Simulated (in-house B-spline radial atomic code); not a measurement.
Values are calculated unless marked as measured or tabulated.
**Building a PAW d channel for Zn, r_c = 1.34 bohr**

Zn, [Ar] 3d10 4s2, non-relativistic LDA (VWN5), spherical and spin-unpolarised, from an all-electron radial atomic-structure program (B-spline basis) (atomic units; all potentials screened as in the neutral atom).

Two all-electron partial waves φ1, φ2 are integrated outwards at E1 = ε(3d) = -0.398945 and E2 = E1 + 1.5 hartree; φ1 is the bound orbital and φ2 has unit norm inside r_c = 1.3394 bohr. Smooth partners are polynomials, r^3(a0 + a1 r² + a2 r⁴ + a3 r⁶), matched to φ and three derivatives at r_c, with no condition on the norm. The local potential is -12.9859 + (17.7097) r² + (-10.1263) r⁴ + (2.13658) r⁶ inside 1.0966 bohr and the all-electron one outside.

| wave | φ(r_c) | φ'(r_c) | a0 | a1 | a2 | a3 |
| --- | --- | --- | --- | --- | --- | --- |
| 1 | 0.5739462 | -0.5694355 | 2.527459 | -2.81926 | 1.170358 | -0.1727723 |
| 2 | 0.8000189 | 2.915457 | -2.33445 | 3.579355 | -1.601357 | 0.2424472 |

Inside r_c the overlaps are <φi φj> = [[0.83304, -0.70962], [-0.70962, 1.00000]] and, for the smooth waves, [[0.29709, -0.00718], [-0.00718, 0.09934]]. With χj = (Ej − T − V_local) applied to smooth wave j, the program's quadrature gives the matrix B_ij = <smooth i, χj> as [[-0.63759, 1.13816], [0.08449, -0.23173]].

Q: Check the match of the first wave, and find the augmentation charges q_ij.

A: At r_c the four terms are 6.07316, -12.15309, 9.05088, -2.39699, which sum to 0.5740, φ1(r_c) to rounding. q_ij is the all-electron overlap less the smooth one: [[0.53595, -0.70245], [-0.70245, 0.90066]]. The smooth first wave has a norm of 0.2971 inside r_c against 0.8330, and q11 > 0 puts back the missing charge.

Q: B isn't symmetric. Show that D_ij = B_ij + Ej q_ij is.

A: Integrating by parts gives B12 − B21 = (E1 − E2) q12: 1.13816 − (0.08449) = 1.05367, and −1.5 × (-0.70245) = 1.05367. So D12 = 1.13816 + (1.101055)(-0.70245) = 0.36473 and D21 = 0.08449 + (-0.398945)(-0.70245) = 0.36472; D11 = -0.85141, D22 = 0.75994. The projectors, p = (B⁻¹)ᵀ χ, are dual to the smooth waves; det B = 0.052.

Solving (T + V_local + Σ p D p) ψ = E (1 + Σ p q p) ψ in a sphere of 9 bohr gives these levels:

```tsv
all-electron	one projector	two projectors
-0.398945	-0.398944	-0.398944
0.119313	0.120660	0.119316
0.373640	0.381523	0.373652
0.767558	0.792349	0.767566
1.294510	1.351570	1.294520
```

Q: What does the second projector gain?

A: With one projector the errors are 0.00, +1.35, +7.88, +24.79, +57.06 millihartree. With two the errors are 0.00, 0.00, +0.01, +0.01, +0.01 millihartree. The scattering is exact at E1 and at E2 = 1.101, and over all levels compared the largest error is 0.012 millihartree. The lowest eigenvalue of the overlap operator is 1 with one and 0.9346 with two projectors. The smooth orbital alone needs a cutoff of 36.3 hartree for 1 millihartree of kinetic energy, against 70.6 for a norm-conserving Troullier-Martins orbital of the same radius; part of the gain comes from giving up the norm, part from the simpler form.
